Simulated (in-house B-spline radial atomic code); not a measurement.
Checks on a self-consistent run for Te VI (Te5+), [Kr] 4d10 7s1. Method: Dirac-Hartree-Fock, average of configuration, Fermi nucleus of rms radius 4.7423 fm. Calculated with a B-spline radial code for spherical atoms.

| orbital | q | ε (Eh) | <1/r> | <r²> | small-component weight |
| --- | --- | --- | --- | --- | --- |
| 1s1/2 | 2 | -1178.45838 | 55.5741 | 0.00104765 | 0.036624 |
| 2s1/2 | 2 | -186.35947 | 12.9649 | 0.0168379 | 0.0078313 |
| 2p1/2 | 2 | -174.26570 | 12.9086 | 0.0125283 | 0.0078164 |
| 2p3/2 | 4 | -164.13633 | 11.9519 | 0.0138123 | 0.0074386 |
| 3s1/2 | 2 | -40.60191 | 4.62627 | 0.117319 | 0.0023168 |
| 3p1/2 | 2 | -35.59031 | 4.52624 | 0.112484 | 0.0022502 |
| 3p3/2 | 4 | -33.64954 | 4.2945 | 0.120431 | 0.0021512 |
| 3d3/2 | 4 | -24.91466 | 4.13403 | 0.102032 | 0.0020203 |
| 3d5/2 | 6 | -24.51469 | 4.07391 | 0.104363 | 0.0019903 |
| 4s1/2 | 2 | -9.54638 | 1.81388 | 0.661953 | 0.00062201 |
| 4p1/2 | 2 | -7.74809 | 1.70623 | 0.730312 | 0.0005654 |
| 4p3/2 | 4 | -7.37429 | 1.63796 | 0.776814 | 0.00053879 |
| 4d3/2 | 4 | -4.41584 | 1.3998 | 1.02011 | 0.00041189 |
| 4d5/2 | 6 | -4.35678 | 1.38094 | 1.04332 | 0.00040359 |
| 7s1/2 | 1 | -0.80569 | 0.239272 | 35.3161 | 3.0376e-05 |

Electron-electron repulsion V_ee = 2409.5163 hartree.

Question: What total energy follows from the eigenvalues?

Answer: The eigenvalues count the repulsion twice, so E = Σqε - V_ee = -4377.138 - 2409.516 = -6786.654 hartree; the run printed -6786.654.

Question: Does the Dirac virial theorem hold?

Answer: For a point nucleus E = -2c²Σq·w, with w the small-component weight. Here Σq·w = 0.18069 and c = 137.0360, so the ratio E/(-2c²Σq·w) is 1.000057; the finite nucleus accounts for the departure from 1.

Question: What diamagnetic shielding (Lamb formula) and susceptibility (Langevin formula) do the radii give?

Answer: σ = (α²/3)Σq<1/r> = 314.882/(3·137.036²) = 5589.3 ppm, and χ = -0.79199×10⁻⁶·Σq<r²> = -42.48×10⁻⁶ cm³/mol with Σq<r²> = 53.64 bohr². Both are non-relativistic formulas without the paramagnetism of open shells; for so heavy an element the full relativistic shielding is larger by tens of per cent.
